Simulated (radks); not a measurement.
Results of a calculation; reference values are marked as such.
Species: Au27+. Configuration: [Kr] 4d10 4f5 6s1 (not the ground configuration).

Code: a radial shooting solver on a logarithmic mesh with Libxc functionals. Model: scalar-relativistic Kohn-Sham, r2SCAN, spin-polarised, spherical densities, finite nucleus; open shells are filled with parallel spins first (spin-orbit coupling, left out, can overturn this in heavy ions); meta-GGA in the generalised Kohn-Sham scheme; Fermi nuclear charge, rms radius 5.4371 fm.

Energy parts (Ry):
total: -37311.3368
kinetic: 41811.5157
electron-nucleus: -89278.0753
Hartree: 10808.2119
exchange-correlation: -652.9891

Orbitals (lengths in bohr, moments of r in powers of bohr; <r^-3> diverges for s and p1/2):
orbital  occ.  eigenvalue (Ry)       <r^4>  <r^-3>
1s up       1        -6009.079   4.253e-07       -
1s down     1        -6009.069   4.253e-07       -
2s up       1        -1117.861  0.00006234       -
2s down     1        -1117.847  0.00006233       -
2p up       3        -975.4516  0.00005064   25480
2p down     3        -975.4362  0.00005062   25480
3s up       1        -316.2310    0.002222       -
3s down     1        -315.6560    0.002212       -
3p up       3        -274.7078    0.002436    5871
3p down     3        -274.1236    0.002422    5892
3d up       5        -230.3384    0.001868   725.8
3d down     5        -229.8901    0.001853   728.5
4s up       1        -117.3013     0.04199       -
4s down     1        -116.4488     0.04234       -
4p up       3        -102.9147     0.05210    1593
4p down     3        -102.1025     0.05259    1579
4d up       5        -85.87152     0.06080   183.9
4d down     5        -85.04732     0.06158   182.0
4f up       5        -67.62815     0.05958   41.47
4f down     0        -66.68603     0.06106   41.22
6s up       1        -35.19699       3.270       -

The highest occupied level is 6s up at -478.88 eV. The configuration is held as typed, so some empty levels lie below it. Spin moment in Bohr magnetons: 6. The spin density at the nucleus is 1301 e/bohr^3 (1s 6, 2s -3, 3s -93, 4s 71, 6s 1320). The density falls to 0.001 e/bohr^3 at r = 2.05 bohr. Summed over all electrons, <r^2> = 6.730 bohr^2, which gives a Langevin (diamagnetic) susceptibility term of -5.33 x 10^-6 cm^3/mol. The electron density at the nucleus is 2.301e+06 e/bohr^3 (large components only).
